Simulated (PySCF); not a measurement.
Gas-phase reaction: Br₂ + SiH₄ + SiBr₂ = 2 SiH₂Br₂, at 500 K and a standard pressure of 1 bar. Level: ωB97M-V/def2-TZVP†.

Energies from PySCF, thermal terms from the rigid-rotor harmonic-oscillator model, ideal gas at 1 bar. † marks an energy on the PBE0/def2-TZVP geometry and frequencies. All species are closed-shell singlets. Br: all electrons, no relativistic terms. The harmonic model lacks anharmonicity and excited electronic states, which grow with temperature; levels with a mode under 35 cm⁻¹ are left out. Soft modes under 120 cm⁻¹ make the harmonic entropy rough for SiH₂Br₂.

| species | E (Ha) | H(500 K) − E (kJ/mol) | S°(500 K) (J/mol/K) |
|---|---|---|---|
| Br₂ | -5148.01406 | 19.0 | 263.9 |
| SiH₄ | -291.84530 | 102.4 | 230.9 |
| SiBr₂ | -5437.57610 | 30.1 | 334.0 |
| SiH₂Br₂ | -5438.79430 | 80.3 | 348.5 |
E: electronic energy; H − E holds the zero-point and thermal terms. 1 Ha = 2625.5 kJ/mol.

Work out ΔH°, ΔS°, ΔG° and log10 K from these numbers.

1. ΔE = 2×(-5438.79430) − 1×(-5148.01406) − 1×(-291.84530) − 1×(-5437.57610) = -0.15314 Ha = -402.1 kJ.
2. Δ(H − E) = 2×(80.3) − 1×(19.0) − 1×(102.4) − 1×(30.1) = 9.1 kJ, so ΔH° = -393.0 kJ.
3. ΔS° = 2×(348.5) − 1×(263.9) − 1×(230.9) − 1×(334.0) = -131.8 J/K; the number of gas molecules changes by -1.
4. ΔG° = ΔH° − TΔS° = -393.0 − 500×(-131.8)/1000 = -327.1 kJ.
5. log10 K = −ΔG°/(RT ln 10) = 34.18, with RT ln 10 = 9.57 kJ/mol; at standard pressures the products are favoured.
6. A shift of 10 kJ in ΔE would move log10 K by 1.04 here.
For scale, ΔH°(298 K) is -394 kJ at this level, -414 kJ at ωB97X-V/def2-TZVP†, and runs from -433 to -324 kJ over the 20 levels computed; the NASA 1993 table gives -394 kJ (entries not checked at source).
